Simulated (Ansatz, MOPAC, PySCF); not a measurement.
Dimer: NH3 (SMILES N) (first 4 atoms) with SiH4 (SMILES [SiH4]); geometry from B3LYP-D3(BJ)/def2-TZVP, rigid monomers moved along the line of their centres of mass till N1···Si5 is 3.28 Å.
(charge 0, multiplicity 1):
```xyz
9

N      0.06953     0.16398    -0.00728
H     -0.74419     0.64334     0.35970
H      0.03779    -0.79277     0.32469
H      0.89049     0.60126     0.39447
Si    -0.00376     0.04415     3.27235
H      1.23144     0.73183     2.83469
H     -0.03715    -0.00998     4.75169
H     -0.02358    -1.33297     2.73074
H     -1.18603     0.78708     2.78195
```

Interaction energies are E(AB) − E(A) − E(B) at the monomers' geometry in the complex; basis-set methods are counterpoise corrected. Rows marked so take none.

Frozen-core correlation. CBS: X⁻³ extrapolation of the correlation energy, Hartree–Fock from the larger set. Rows in 3-21G, 6-311+G**, 6-31G* carry no dispersion term and start afresh at each structure (6-31G* with six Cartesian d functions). The state that PM3, PM6, PM7 reach isn't checked; PM7 holds dispersion and hydrogen-bond terms.

Codes used: Ansatz (Gaussian basis) for Hartree–Fock, density functionals and correlated methods; MOPAC for PM3, PM6, PM7 (differences of heats of formation); PySCF for 3-21G rows, 6-311+G** rows, 6-31G* rows, the dispersion terms. Each number belongs to the level named beside it.

Other levels give for the interaction energy: PBE/def2-TZVPPD 0.54; B3LYP/def2-TZVPPD 1.82; B3LYP-D3(BJ)/def2-TZVPPD -0.24; wB97M-V/def2-TZVPPD -0.19; CCSD(T)/CBS(aug-cc-pV(D+d)Z, aug-cc-pV(T+d)Z) -0.09 kcal/mol.

Common cheap choices:

```json
[
 {"level": "PM3", "interaction energy (kcal/mol)": "0.00", "less -0.09 (CCSD(T)/CBS(aug-cc-pV(D+d)Z, aug-cc-pV(T+d)Z))": "0.09"},
 {"level": "PM6", "interaction energy (kcal/mol)": "1.90", "less -0.09 (CCSD(T)/CBS(aug-cc-pV(D+d)Z, aug-cc-pV(T+d)Z))": "1.99"},
 {"level": "PM7", "interaction energy (kcal/mol)": "5.34", "less -0.09 (CCSD(T)/CBS(aug-cc-pV(D+d)Z, aug-cc-pV(T+d)Z))": "5.43"},
 {"level": "HF/3-21G (no counterpoise)", "interaction energy (kcal/mol)": "-1.31", "less -0.09 (CCSD(T)/CBS(aug-cc-pV(D+d)Z, aug-cc-pV(T+d)Z))": "-1.22"},
 {"level": "HF/6-31G* (no counterpoise)", "interaction energy (kcal/mol)": "1.37", "less -0.09 (CCSD(T)/CBS(aug-cc-pV(D+d)Z, aug-cc-pV(T+d)Z))": "1.46"},
 {"level": "B3LYP/3-21G (no counterpoise)", "interaction energy (kcal/mol)": "-4.49", "less -0.09 (CCSD(T)/CBS(aug-cc-pV(D+d)Z, aug-cc-pV(T+d)Z))": "-4.40"},
 {"level": "B3LYP/6-311+G** (no counterpoise)", "interaction energy (kcal/mol)": "2.09", "less -0.09 (CCSD(T)/CBS(aug-cc-pV(D+d)Z, aug-cc-pV(T+d)Z))": "2.18"},
 {"level": "M06-2X/6-31G* (no counterpoise)", "interaction energy (kcal/mol)": "-2.63", "less -0.09 (CCSD(T)/CBS(aug-cc-pV(D+d)Z, aug-cc-pV(T+d)Z))": "-2.54"}
]
```

Ansatz is an electronic-structure program.
